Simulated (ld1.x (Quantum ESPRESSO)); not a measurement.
**Plane-wave convergence, TM potential for Ta**

ld1.x (Quantum ESPRESSO) 7.5 input, shortened:

```
&input
   title='Ta', zed=73., rel=1, dft='PZ', iswitch=3,
   config='[Xe] 4f14 5d3 6s1.5 6p0.5'
 /
 &inputp
   pseudotype=2, tm=.true., lloc=1,
   nlcc=.true., rcore=1.60
 /
3
6S  1  0   1.50   0.00  2.20  2.20  0.0
5D  3  2   3.00   0.00  1.70  1.70  0.0
6P  2  1   0.50   0.00  3.80  3.80  0.0
 &test
   configts(1)='5d3 6s1.5 6p0.5'
 /
```

The pseudo-atom Hamiltonian at the reference potential is diagonalised in spherical Bessel functions j_l(qr) that vanish at 20 bohr, with q² up to the cutoff. All-electron valence levels (Ry): 6s -0.4513, 5d -0.3281, 6p -0.1383.

Task: How do the lowest levels (Ry) of each channel move with the cutoff, and are there ghosts?

Result:

```tsv
cutoff (Ry)	s #1	d #1	d #2	p #1	p #2	f #1	f #2	Σ f·Δε (mRy)
8	-0.4343	-0.0403	0.0578	-0.1382	0.0311	0.0932	0.2086	889.2
10	-0.4401	-0.1112	0.0486	-0.1382	0.0311	0.0932	0.2086	667.7
15	-0.4484	-0.2509	0.0424	-0.1383	0.0311	0.0932	0.2086	235.9
18	-0.4491	-0.3026	0.0411	-0.1383	0.0311	0.0932	0.2086	79.8
25	-0.4498	-0.3246	0.0407	-0.1383	0.0311	0.0932	0.2086	12.9
30	-0.4507	-0.3276	0.0406	-0.1383	0.0311	0.0932	0.2086	2.4
40	-0.4510	-0.3280	0.0406	-0.1383	0.0311	0.0932	0.2086	0.8
45	-0.4510	-0.3280	0.0406	-0.1383	0.0311	0.0932	0.2086	0.7
400	-0.4513	-0.3281	0.0406	-0.1383	0.0311	0.0932	0.2086	0.0
```

Result: no extra level below or beside the all-electron valence levels (s, d, p, f tested); 10 mRy is reached at 30 Ry and 1 mRy at 35 Ry.
